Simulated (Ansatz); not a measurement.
RuCl, multiplicity 6 (lowest of 2S+1 = 2, 4, 6 at CCSD(T)/def2-TZVPP on PBE0 minima; our sources give no spin for the ground state, which may be another), most abundant isotopes (101.9043 and 34.9689 u). Constants from fifth-degree fits in 1/R to seven points on the lowest solution found; no spin–orbit coupling, no relativity up to Kr; ω_e x_e and α_e move by some per cent with the fit.

Correlated levels freeze the inner cores; with def2 sets outer-core shells near the valence are correlated too.

The values were computed with Ansatz (Gaussian basis) for Hartree–Fock, density functionals and correlated methods. Each number belongs to the level named beside it. In def2 rows elements past Kr take small-core potentials, without spin–orbit coupling.

```json
[
 {"level": "PBE/def2-TZVPP", "r_e (Å)": "2.2818", "ω_e (cm⁻¹)": "347.9", "ω_e x_e (cm⁻¹)": "1.34", "α_e (cm⁻¹)": "0.000627"},
 {"level": "CCSD(T)/def2-TZVPP", "r_e (Å)": "2.2858", "ω_e (cm⁻¹)": "368.5", "ω_e x_e (cm⁻¹)": "1.18", "α_e (cm⁻¹)": "0.000544"}
]
```

Problem. Derive the rotational constants, the centrifugal constant, the fundamental, the zero-point energy and the force constant.

Solution. 
μ = 26.03489 u.
- PBE/def2-TZVPP: B_e = 16.8576/(μ r_e²) = 0.12437 cm⁻¹; B₀ = B_e − α_e/2 = 0.12405 cm⁻¹; D = 4B_e³/ω_e² = 6.36e-08 cm⁻¹; fundamental ω_e − 2ω_e x_e = 345 cm⁻¹; zero-point energy ω_e/2 − ω_e x_e/4 = 174 cm⁻¹; k = μ(2πcω_e)² = 186 N/m
- CCSD(T)/def2-TZVPP: B_e = 16.8576/(μ r_e²) = 0.12392 cm⁻¹; B₀ = B_e − α_e/2 = 0.12365 cm⁻¹; D = 4B_e³/ω_e² = 5.61e-08 cm⁻¹; fundamental ω_e − 2ω_e x_e = 366 cm⁻¹; zero-point energy ω_e/2 − ω_e x_e/4 = 184 cm⁻¹; k = μ(2πcω_e)² = 208 N/m

Ansatz is a first-principles code.
